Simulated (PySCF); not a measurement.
Vertical excitations of a molecule C₂H₇F₂NSi from TDDFT-PBE/def2-SVPD run with PySCF 2.14.0, as energy in eV (oscillator strength): 5.64 (0.027), 6.05 (0.004), 6.88 (0.021), 6.99 (0.000), 7.05 (0.027), 7.31 (0.009), 7.45 (0.003), 7.50 (0.030), 7.54 (0.013), 7.80 (0.001). Lowest triplet (TDA): 5.33 eV. Geometry optimised at B3LYP-D3(BJ)/def2-SVP. The values are those of a single conformer.

Task: Pick the molecule that these values belong to.
A. NC[Si@@H](F)CF
B. CCN[SiH](F)F
C. CN[Si@H](F)CF
D. N[SiH2]CC(F)F

Result: D, N[SiH2]CC(F)F
